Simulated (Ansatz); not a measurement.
Species: ScO, net charge 0, doublet state. SMILES: [Sc]=[O]

Atoms: Sc1, O2. Bonds: Sc1-O2.

Bond lengths (Å) and angles (degrees) optimised at HF/STO-3G with Ansatz (an electronic-structure program); B3LYP/LANL2DZ with Ansatz; B3LYP/6-31G* with LANL2DZ past Ar with Ansatz; MP2/6-31G* with LANL2DZ past Ar with Ansatz, each started from the B3LYP-D3(BJ)/def2-TZVP structure (Ansatz) of the last column. A row stands for all coordinates that are equal there. 6-31G* holds six Cartesian d functions.

```csv
coordinate,HF/STO-3G,B3LYP/LANL2DZ,B3LYP/6-31G* with LANL2DZ past Ar,MP2/6-31G* with LANL2DZ past Ar,B3LYP-D3(BJ)/def2-TZVP
Sc1-O2,1.861,1.679,1.666,1.700,1.661
```

Mean signed difference of all 1 bond lengths from B3LYP-D3(BJ)/def2-TZVP: HF/STO-3G 0.199 Å, B3LYP/LANL2DZ 0.017 Å, B3LYP/6-31G* with LANL2DZ past Ar 0.005 Å, MP2/6-31G* with LANL2DZ past Ar 0.039 Å.
